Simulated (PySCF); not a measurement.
Computed properties of Sn(H)3(SMe) (CH6SSn), SMILES C[S][SnH3]

CH6SSn, SMILES C[S][SnH3]. Geometry: B3LYP-D3(BJ)/def2-SVP. The def2 effective core potentials stand for the cores of Sn; spin–orbit coupling is left out. The values are those of a single conformer. All values are computed for the isolated molecule unless a solvent is named; none is compared with measurement here.

**Structure.** The optimised structure has Cs symmetry. All 21 harmonic modes at B3LYP-D3(BJ)/def2-SVP (PySCF) are real, so it is a minimum. With heavy atoms numbered as in [SnH3:1][S:2][CH3:3], the shortest bond between them is S2–C3 at 1.839 Å and the longest Sn1–S2 at 2.439 Å.

**Vibrations.** The strongest infrared lines (harmonic, unscaled, degenerate partners summed) lie at 683 cm⁻¹ (229 km/mol, H 89 %), 1888 cm⁻¹ (194 km/mol, H 99 %), 1922 cm⁻¹ (157 km/mol, H 99 %). The softest mode is at 67 cm⁻¹ and the zero-point energy is 36.6 kcal/mol.

**Electronic structure.** M06-2X/def2-TZVPD (PySCF) places the frontier levels at -7.88 and -0.05 eV, a gap of 7.83 eV, and gives a dipole moment of 1.60 D and a mean polarisability of 79.5 bohr³.

**Excitations.** TDA-M06-2X/def2-SVPD (PySCF) has S1 at 4.87 eV (254 nm, f = 0.014, weak); the most intense of the 10 singlets computed lies at 7.19 eV (f = 0.23). T1 (TDA) is at 4.54 eV, 0.33 eV under S1. No vertical singlet excitation falls in the visible range (under 3.1 eV).
